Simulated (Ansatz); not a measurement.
Computed with frozen-core CCSD(T)/cc-pVDZ // B3LYP-D3(BJ)/def2-SVP (Ansatz, a first-principles code). The restricted HF reference is unstable towards unrestricted orbitals.

Ansatz 0.2 input:
```yaml
crystal:
  periodic: [false, false, false]
  atoms:
    - { symbol: C, position_ang: [4.216516, 0.732432, -1.123371] }
    - { symbol: C, position_ang: [3.012486, 0.309395, -0.699191] }
    - { symbol: C, position_ang: [2.828043, -0.586524, 0.431846] }
    - { symbol: C, position_ang: [1.662684, -0.994605, 0.988669] }
    - { symbol: C, position_ang: [0.292249, -0.570828, 0.670486] }
    - { symbol: C, position_ang: [-0.759273, -1.500549, 0.804264] }
    - { symbol: C, position_ang: [-2.073654, -1.150422, 0.508148] }
    - { symbol: C, position_ang: [-2.404033, 0.150928, 0.084381] }
    - { symbol: Si, position_ang: [-4.183635, 0.631505, -0.285272] }
    - { symbol: C, position_ang: [-1.3589, 1.085936, -0.019583] }
    - { symbol: C, position_ang: [-0.039656, 0.738459, 0.271202] }
    - { symbol: H, position_ang: [5.137376, 0.441001, -0.607754] }
    - { symbol: H, position_ang: [4.319483, 1.382915, -1.995284] }
    - { symbol: H, position_ang: [2.119195, 0.623357, -1.246666] }
    - { symbol: H, position_ang: [3.749974, -1.010551, 0.846301] }
    - { symbol: H, position_ang: [1.731894, -1.763928, 1.765612] }
    - { symbol: H, position_ang: [-0.530265, -2.517852, 1.132892] }
    - { symbol: H, position_ang: [-2.856498, -1.908188, 0.610528] }
    - { symbol: H, position_ang: [-4.203231, 1.941669, -0.997843] }
    - { symbol: H, position_ang: [-4.985765, 0.758321, 0.968859] }
    - { symbol: H, position_ang: [-4.836932, -0.406595, -1.136111] }
    - { symbol: H, position_ang: [-1.576648, 2.113217, -0.325431] }
    - { symbol: H, position_ang: [0.738594, 1.500909, 0.2206] }
basis:
  gaussian: { orbitals: cc-pVDZ }
correlation:
  method: ccsd_t
```

Output:

```
Functional definition: HF
2019 factors; integrals over basis functions are off by at most 1.0e-3 eV
mean field evaluation 1: about -18350.6005 eV, gradient 3.9e1 eV
mean field evaluation 2: about -18351.0968 eV, gradient 3.9e1 eV
mean field evaluation 4: about -18356.4378 eV, gradient 5.1e0 eV
mean field evaluation 8: about -18356.5198 eV, gradient 1.2e-1 eV
mean field evaluation 16: about -18356.0296 eV, gradient 1.0e0 eV
mean field -18356.51993836 eV, -674.5896652386 hartree, gradient 8.1e-6 eV, S^2 0.000000; 0 other end points of the search recorded, 0 dependent functions left out; unrestricted orbitals would lower it
15 core orbitals not correlated
reference -18356.51993836 eV, -674.5896652386 hartree; 28, 28 occupied and 175, 175 virtual orbitals, 2019 factors
second order -38.51305227 eV of doubles, -0.00000000 eV of singles
cycle   1  -39.36812037 eV  change   -8.6e-1 eV  update   1.6e-1
cycle   2  -40.58074684 eV  change    -1.2e0 eV  update   5.2e-2
cycle   3  -40.85799854 eV  change   -2.8e-1 eV  update   2.3e-2
cycle   4  -40.86344680 eV  change   -5.4e-3 eV  update   7.6e-3
cycle   5  -40.86627402 eV  change   -2.8e-3 eV  update   3.3e-3
cycle   6  -40.86732331 eV  change   -1.0e-3 eV  update   1.0e-3
cycle   7  -40.86704501 eV  change    2.8e-4 eV  update   3.8e-4
cycle   8  -40.86708012 eV  change   -3.5e-5 eV  update   1.6e-4
cycle   9  -40.86712402 eV  change   -4.4e-5 eV  update   7.2e-5
cycle  10  -40.86708500 eV  change    3.9e-5 eV  update   2.8e-5
perturbative correction -1.79216931 eV, -0.0658610075 hartree
Total energy: -18399.17919267 eV, -676.1573639190 hartree
```

Cost: about 11 core-minutes (a rough figure).
